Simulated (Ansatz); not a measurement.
A relaxation, step by step

Si₂H₈Cl₂O₃, closed shell, PBE0-D4/def2-TZVP (Ansatz 0.2.0). Settings:

```yaml
hamiltonian: {xc: pbe0, dispersion: d4}
relax: {f_tol: 0.005, max_steps: 200}
```

Start, a step off a saddle point along its unstable mode:

```csv
atom,x (Å),y (Å),z (Å)
Si1,-0.8226,0.6076,-0.5231
Si2,0.7983,-1.2225,-0.9413
Cl3,-1.8589,-0.5449,-2.0020
Cl4,-2.5426,0.8429,0.7005
O5,-0.5176,1.8718,-1.5233
H6,0.2182,0.2479,1.7526
O7,0.1959,1.2717,0.8942
H8,0.0326,-0.9706,1.0149
O9,0.1002,-0.8819,1.8636
H10,2.0514,-1.4488,-0.1074
H11,0.2555,-2.5874,-1.1972
H12,1.2323,-0.5144,-2.1495
H13,0.1229,2.5077,-1.2030
H14,-0.2228,2.0696,1.2399
H15,0.9572,-1.2484,2.1809
```

```
step  energy less the last (meV)  largest force component (eV/Å)
   1                      2744.8                          10.876
   3                      1600.7                           1.726
   5                      1164.5                           1.969
   7                       644.4                           1.389
   9                       386.5                           0.730
  11                       241.0                           0.519
  13                       190.7                           0.500
  15                       106.7                           0.308
  17                        49.5                           0.603
  19                        28.1                           0.215
  21                        12.9                           0.119
  23                         6.0                           0.153
  25                         3.4                           0.098
  27                         0.9                           0.020
  29                         0.5                           0.022
  31                         0.3                           0.014
  33                         0.1                           0.029
  35                         0.0                           0.006
  37                         0.0                           0.003
  38                         0.0                           0.004
```

Step 17, positions (Å) and forces (eV/Å):

| atom | x | y | z | Fx | Fy | Fz |
| --- | --- | --- | --- | --- | --- | --- |
| Si1 | -1.040 | 0.181 | -1.324 | -0.129 | 0.240 | -0.058 |
| Si2 | 0.738 | -1.332 | -1.451 | -0.051 | 0.059 | 0.008 |
| Cl3 | -2.159 | 0.105 | -3.030 | 0.026 | 0.009 | -0.031 |
| Cl4 | -2.315 | -0.465 | 0.207 | 0.109 | -0.029 | -0.014 |
| O5 | -0.616 | 1.721 | -1.071 | 0.044 | -0.415 | 0.190 |
| H6 | 0.630 | 1.080 | 1.731 | 0.016 | 0.026 | -0.114 |
| O7 | 0.689 | 1.929 | 1.243 | -0.270 | 0.369 | 0.603 |
| H8 | -0.565 | -0.843 | 1.826 | 0.258 | 0.132 | 0.217 |
| O9 | 0.225 | -0.575 | 2.328 | -0.272 | -0.144 | -0.222 |
| H10 | 1.702 | -0.975 | -0.377 | 0.050 | -0.042 | 0.011 |
| H11 | 0.238 | -2.712 | -1.220 | 0.011 | -0.019 | -0.011 |
| H12 | 1.409 | -1.244 | -2.774 | -0.010 | 0.004 | 0.024 |
| H13 | -0.121 | 1.845 | -0.216 | -0.029 | 0.175 | -0.135 |
| H14 | 0.348 | 2.599 | 1.862 | 0.257 | -0.427 | -0.486 |
| H15 | 0.838 | -1.313 | 2.265 | -0.010 | 0.061 | 0.016 |

Last step (38):

Si1  (-1.107, 0.033, -1.284)
Si2  (0.766, -1.328, -1.586)
Cl3  (-2.264, 0.049, -2.965)
Cl4  (-2.254, -0.905, 0.196)
O5  (-0.811, 1.557, -0.878)
H6  (0.674, 1.141, 1.730)
O7  (0.889, 1.875, 1.118)
H8  (-0.729, -0.599, 2.008)
O9  (0.047, -0.310, 2.508)
H10  (1.497, -1.423, -0.293)
H11  (0.328, -2.687, -1.995)
H12  (1.666, -0.753, -2.618)
H13  (-0.168, 1.744, -0.146)
H14  (0.849, 2.685, 1.630)
H15  (0.617, -1.080, 2.575)
(Å)

Time: 73 s of wall clock on 4 CPU threads of an AMD EPYC 7R13 and a share of one NVIDIA H100; the host was shared. Peak host memory: 0.96 GiB.
